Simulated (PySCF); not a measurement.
C₈H₆N₂Se, SMILES c1c[se]c(-c2cncnc2)c1. Atoms are numbered in the order given.

```xyz
17

C      2.4597     0.9255    -1.3017
C      2.9311     0.4954    -0.0909
Se     1.5607    -0.1678     0.9906
C      0.3675     0.2259    -0.4244
C     -1.0654    -0.0353    -0.3215
C     -1.6117    -1.0234     0.5190
N     -2.9181    -1.2578     0.6055
C     -3.7137    -0.5124    -0.1640
N     -3.3208     0.4526    -0.9987
C     -2.0145     0.6925    -1.0667
C      1.0505     0.7789    -1.4846
H      3.1127     1.3427    -2.0708
H      3.9610     0.5088     0.2628
H     -0.9536    -1.6507     1.1337
H     -4.7905    -0.7084    -0.1029
H     -1.6918     1.5054    -1.7269
H      0.5489     1.0603    -2.4126
```

Geometry optimised at B3LYP-D3(BJ)/def2-SVP. This is a generated structure with no PubChem entry under its InChIKey; it may be hypothetical. The values are those of a single conformer.

Method: M06-2X/def2-SVP run with PySCF.

| Property | Value |
|---|---|
| total energy | -2818.74755 hartree |
| highest occupied level | -7.74 eV |
| lowest empty level | -1.01 eV |
| orbital gap | 6.74 eV |
| dipole moment | 2.84 D |
| quadrupole, principal values (traceless, Buckingham form, about the centre of nuclear charge) | -5.48, 0.83, 4.66 D·Å |
| mean static polarisability | 115.6 bohr³ (17.13 Å³) |
| polarisability, principal values | 56.0, 115.8, 175.0 bohr³ |
